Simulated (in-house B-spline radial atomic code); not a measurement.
Whole-atom quantities along the 26-electron series, configuration [Ar] 3d8. Breit and QED terms are first order and not part of the total energy; the density at the nucleus is averaged over the nuclear charge. Computed with a radial B-spline atomic code at the basis-set limit: Dirac-Hartree-Fock, average of the configuration, finite nuclei.

```tsv
ion	Z	E/Z² (Eh)	Σ<r²> (bohr²)	n(0)/Z³ (bohr⁻³)	Lamb diamagnetic shielding (ppm)	repulsion over attraction	Breit energy (eV)	self-energy (eV)	vacuum polarisation (eV)	Dirac less non-relativistic energy (Eh)
Co+	27	-1.9091	19.737	0.86264	2194.45	0.15958	14.418	10.566	-0.90698	-10.676
Ni2+	28	-1.9368	15.342	0.87954	2303.22	0.1571	16.321	11.992	-1.0508	-12.477
Cu3+	29	-1.9634	12.617	0.89575	2411.61	0.15427	18.396	13.55	-1.2114	-14.504
Zn4+	30	-1.9891	10.698	0.91331	2519.94	0.15127	20.65	15.246	-1.3902	-16.777
Ga5+	31	?	?	?	?	?	?	?	?	?
Ge6+	32	-2.0374	8.1154	0.94972	2736.97	0.14511	25.727	19.082	-1.8077	-22.14
As7+	33	?	?	?	?	?	?	?	?	?
Se8+	34	-2.0822	6.4362	0.99023	2955.03	0.13904	31.612	23.558	-2.3156	-28.735
Br9+	35	-2.1033	5.7985	1.0119	3064.56	0.13609	34.879	26.056	-2.6075	-32.551
```

(1) Fill in the row of Ga5+.

(2) Fill in the row of As7+.

(3) With what power of Z does the column «self-energy (eV)» change over this range?

Results:

(1) E/Z² (Eh): -2.0137; Σ<r²> (bohr²): 9.2522; n(0)/Z³ (bohr⁻³): 0.93124; Lamb diamagnetic shielding (ppm): 2628.36; repulsion over attraction: 0.1482; Breit energy (eV): 23.091; self-energy (eV): 17.087; vacuum polarisation (eV): -1.5885; Dirac less non-relativistic energy (Eh): -19.315.

(2) E/Z² (Eh): -2.0602; Σ<r²> (bohr²): 7.1959; n(0)/Z³ (bohr⁻³): 0.96974; Lamb diamagnetic shielding (ppm): 2845.85; repulsion over attraction: 0.14205; Breit energy (eV): 28.564; self-energy (eV): 21.236; vacuum polarisation (eV): -2.0496; Dirac less non-relativistic energy (Eh): -25.272.

(3) A fit of the logarithm of its size against log Z from Z = 27 to 35 has slope 3.48. One-loop self-energy scales as Z⁴F(Zα), with F falling from low Z to about Z = 90.
